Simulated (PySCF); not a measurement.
Input of a run (PBE0-D3(BJ)/def2-SVP geometry optimisation, gas phase (PySCF 2.14.0)), started from GFN2-xTB:
```
{"job": {"xc": "PBE0", "basis": "def2-SVP", "d3": "d3bj", "grid": 1, "shake": 0.01, "kind": "geom"}, "charge": 0, "multiplicity": 1}
C      1.620520    -1.223900     0.278040
O      1.046990     0.051240     0.536420
Si    -0.150450     0.823870    -0.291640
C     -1.751220    -0.097230    -0.276630
O     -0.335930     2.202860     0.526710
H      0.821390    -1.962770     0.232270
H      2.310430    -1.437700     1.075650
H      2.149320    -1.187220    -0.684910
H      0.317560     1.100780    -1.633870
H     -1.720720    -1.048210    -0.793470
H     -2.572660     0.483180    -0.739760
H     -2.103170    -0.309710     0.749500
H      0.373750     2.587940     1.011360
```

Output (energies in Eh, forces in Eh/bohr):
```
step   0  E = -520.40349616  max force = 0.032741
step   1  E = -520.40934906  max force = 0.004338
step   2  E = -520.40959787  max force = 0.001771
step   3  E = -520.40967455  max force = 0.001254
step   4  E = -520.40975614  max force = 0.001279
step   5  E = -520.40981888  max force = 0.001176
step   6  E = -520.40988413  max force = 0.001064
step   7  E = -520.40993043  max force = 0.001063
step   8  E = -520.40995163  max force = 0.000784
step   9  E = -520.40995848  max force = 0.000280
optimisation converged
```

Question: Summarise the run.

Answer: The energy falls by 17.0 kJ/mol over 10 energy and gradient evaluations, the largest force component goes from 0.0327 to 2.8e-04 Eh/bohr, and the atoms move by 0.147 Å rms after alignment. The bond that changes most is Si3–H9 (oxygen-bound silicon to Si–H hydrogen), which lengthens by 0.052 Å. Bonds longer at the end by more than 0.005 Å: 9 of 12; shorter: 2. Among the angles that change most is Si3–O5–H13, from 121.6° to 116.4°. Among the dihedrals that turn most is C4–Si3–O5–H13, from 148° to 173°. The energy never rose by more than 1e-6 Eh on the way. The first step brought 91 % of the lowering.

Question: What are the final bond lengths?

Answer: C1–O2 1.397 Å, O2–Si3 1.665 Å, Si3–C4 1.856 Å, Si3–O5 1.655 Å, C1–H6 1.106 Å, C1–H7 1.101 Å, C1–H8 1.107 Å, Si3–H9 1.500 Å, C4–H10 1.101 Å, C4–H11 1.101 Å, C4–H12 1.101 Å, O5–H13 0.961 Å. Numbering counts from 1 in the input's order; the species is `CO[Si@@H](C)O`.

The run used 114 basis functions and 62 SCF cycles in all. Hardware: one thread, Arm Neoverse N1 (aarch64), shared host with 64 logical CPUs at a one-minute load of 61. Cost: 76 s of wall time, 0.48 GiB resident at most.

No PBE0-D3(BJ)/def2-SVP frequencies stand behind this structure, so it isn't proved a minimum. The numbers are those of one conformer.
